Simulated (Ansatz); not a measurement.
Ansatz results at the PBE0-D4/def2-TZVP geometry: HOMO energy (PBE/def2-TZVPP) -5.06 eV; HOMO energy (PBE0/def2-TZVPP) -6.27 eV; HOMO–LUMO gap (PBE0/def2-TZVPP) 5.07 eV.

(1) Which molecule gave them?
A. `[SiH3]CC1C[SiH2]1`
B. `N[SiH](F)S`
C. `C1[NH][SbH][SiH2]1`
D. `O/C(F)=[CH]\[GeH3]`

Answers

(1) C. The others give `[SiH3]CC1C[SiH2]1`: -5.58, -6.63, 6.78; `N[SiH](F)S`: -6.41, -7.67, 8.07; `O/C(F)=[CH]\[GeH3]`: -5.78, -7.01, 7.40.
